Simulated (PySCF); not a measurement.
Isomers of C3H13NSi2. Computed with PBE0-D3(BJ)/def2-SVP geometry optimisation, gas phase (PySCF 2.14.0). Energies are electronic, without zero-point or thermal terms, for one conformer each. No frequencies were run at this level. Point groups hold within 0.08 Å.

Question: Rank from lowest to highest electronic energy at this level (kcal/mol).
A. `[CH3:1][CH:2]([CH3:3])[N:4]([SiH3:5])[SiH3:6]` with C1–C2–N4–Si5 133°
B. `[CH3:1][CH2:2][CH2:3][N:4]([SiH3:5])[SiH3:6]` with C1–C2–C3–N4 180°, C2–C3–N4–Si5 86°
C. `[CH3:1][CH:2]([CH3:3])[NH:4][SiH2:5][SiH3:6]` with C1–C2–N4–Si5 -89°, C2–N4–Si5–Si6 -172°
D. `[CH3:1][NH:2][SiH2:3][CH2:4][CH2:5][SiH3:6]` with C1–N2–Si3–C4 165°, N2–Si3–C4–C5 -179°, Si3–C4–C5–Si6 -179°
E. `[CH3:1][N:2]([CH3:3])[SiH2:4][CH2:5][SiH3:6]` with C1–N2–Si4–C5 48°, N2–Si4–C5–Si6 168°

Answer: A (0.0), B (1.6), C (8.2), E (9.2), D (9.6).

As drawn, the highest has an N–H bond and an Si–C bond, which the lowest lacks. Neighbours under 2.5 kcal/mol apart (CC(C)N([SiH3])[SiH3] and CCCN([SiH3])[SiH3]; CC(C)N[SiH2][SiH3] and CN(C)[SiH2]C[SiH3]; CN(C)[SiH2]C[SiH3] and CN[SiH2]CC[SiH3]) can change places with a better method, another conformer or zero-point energy.

```tsv
SMILES	E (Eh)	E rel (kcal/mol)	dipole (D)	point group	A, B, C (MHz)
CC(C)N([SiH3])[SiH3]	-755.14863	0.0	1.13	C1	2338, 1831, 1326
CCCN([SiH3])[SiH3]	-755.14612	1.6	0.92	near Cs	2706, 1367, 986.9
CC(C)N[SiH2][SiH3]	-755.13562	8.2	1.36	C1	4798, 890.8, 825.5
CN(C)[SiH2]C[SiH3]	-755.13392	9.2	1.53	C1	5738, 911.6, 831.5
CN[SiH2]CC[SiH3]	-755.13340	9.6	1.31	C1	9881, 651.1, 628.8
```

As an exercise, what shares would exp(−E/RT) give at 1000 K from these electronic energies alone (no entropy, no degeneracies)?

RT = 1.987 kcal/mol: CC(C)N([SiH3])[SiH3] 67.3 %, CCCN([SiH3])[SiH3] 30.4 %, CC(C)N[SiH2][SiH3] 1.1 %, CN(C)[SiH2]C[SiH3] 0.6 %, CN[SiH2]CC[SiH3] 0.5 %.
